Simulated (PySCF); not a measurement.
**Tl: excitation energy**

Tl [Xe] 4f14 5d10 6s2 6p1 (2P) → Tl [Xe] 4f14 5d10 6s1 6p1 6d1 (high-spin determinant), as a difference of total energies. Calculation: PySCF 2.14, in aug-cc-pVTZ-DK3; the spin-free X2C one-electron Hamiltonian (Gaussian nucleus). Correlated levels: valence: [Xe] 4f14 5d10 frozen. The calculations carry no spin-orbit coupling.

| method | excitation energy (eV) |
| --- | --- |
| UHF | 9.285 |
| MP2 (valence) | 9.861 |
| SCS-MP2 (valence) | 10.046 |
| CCSD (valence) | 9.988 |
| CCSD(T) (valence) | 9.984 |

Problem. How much does correlation contribute at CCSD(T) (valence)?

Solution. 9.984 − (9.285) = 0.699 eV, measured against UHF.

A first-order spin-orbit estimate (lowest level to lowest level, LS coupling) adds -0.039 eV.

The upper state lies above the first ionisation limit, but in LS coupling its spin forbids autoionisation to the ground ion; at this Z spin-orbit coupling breaks that rule.

The promoted electron is Rydberg-like, and one or two diffuse shells describe it only roughly, which tends to raise the upper state.

The coupled-cluster amplitudes are large for the upper state (T1 above 0.03 or a double amplitude above 0.15), so a single reference is strained.

The determinant of the upper state mixes LS terms, which raises its energy above the lowest term, most at the Hartree-Fock and MP2 levels.
